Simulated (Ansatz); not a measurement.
The cluster Ru3H3⁺ (the lowest singlet isomer of a short search), 6 atoms. Hardware: 4 threads of Arm Neoverse V1 on a shared host.

In the def2 sets Ru takes a core potential; there is no spin–orbit coupling. Correlated methods freeze no core orbitals; core or outer-core shells of Ru are correlated, in sets that lack core-valence functions.

(1) How many basis functions does each of these Ansatz runs have, and roughly what does it cost? PBE0-D4/def2-TZVP, charge 1 singlet, energy, from earlier orbitals; PBE0-D4/def2-TZVP, charge 1 quintet, energy, from earlier orbitals; PBE0-D4/def2-TZVP, charge 1 unrestricted singlet, energy, from earlier orbitals; RPA@PBE/def2-TZVP, charge 1 quintet, energy, from earlier orbitals; PBE0-D4/def2-SVP, charge 1 singlet, energy, from earlier orbitals; r2SCAN-D4/def2-TZVP, charge 1 singlet, energy, from earlier orbitals; BLYP-D4/def2-TZVP, charge 1 singlet, energy, from earlier orbitals; PBE0-D4/def2-SVP, charge 1 triplet, energy with a search over starts; r2SCAN-D4/def2-TZVP, charge 1 quintet, energy, from earlier orbitals; ωB97X-V/def2-TZVP, charge 1 triplet, energy, from earlier orbitals; PBE0-D4/def2-SVP, charge 1 unrestricted singlet, energy with a search over starts; PBE-D4/def2-TZVP, charge 0 doublet at the geometry of the charge 1 singlet, energy, from earlier orbitals.

Answers

(1) Other jobs shared the machine, so times can vary by a factor of up to 3. A dash marks memory too small to be measured apart from the calling script's.

| run | functions | fitting or Cholesky vectors | wall time | peak host memory (GiB) |
| --- | --- | --- | --- | --- |
| BLYP-D4/def2-TZVP, charge 1 singlet, energy, from earlier orbitals | 138 | 1194 | 2.8 s | – |
| PBE0-D4/def2-SVP, charge 1 singlet, energy, from earlier orbitals | 108 | 1191 | 3 s | – |
| PBE0-D4/def2-TZVP, charge 1 singlet, energy, from earlier orbitals | 138 | 1266 | 3 s | – |
| r2SCAN-D4/def2-TZVP, charge 1 singlet, energy, from earlier orbitals | 138 | 1194 | 4.7 s | – |
| PBE-D4/def2-TZVP, charge 0 doublet at the geometry of the charge 1 singlet, energy, from earlier orbitals | 138 | 1194 | 8 s | – |
| RPA@PBE/def2-TZVP, charge 1 quintet, energy, from earlier orbitals | 138 | 1263 | 8 s | – |
| PBE0-D4/def2-TZVP, charge 1 quintet, energy, from earlier orbitals | 138 | 1266 | 12 s | 0.64 |
| r2SCAN-D4/def2-TZVP, charge 1 quintet, energy, from earlier orbitals | 138 | 1194 | 24 s | – |
| ωB97X-V/def2-TZVP, charge 1 triplet, energy, from earlier orbitals | 138 | 1227 | 60 s | 0.92 |
| PBE0-D4/def2-SVP, charge 1 triplet, energy with a search over starts | 108 | 1149 | 68 s | – |
| PBE0-D4/def2-SVP, charge 1 unrestricted singlet, energy with a search over starts | 108 | 1149 | 94 s | – |
| PBE0-D4/def2-TZVP, charge 1 unrestricted singlet, energy, from earlier orbitals | 138 | 1266 | 2 min | 0.68 |
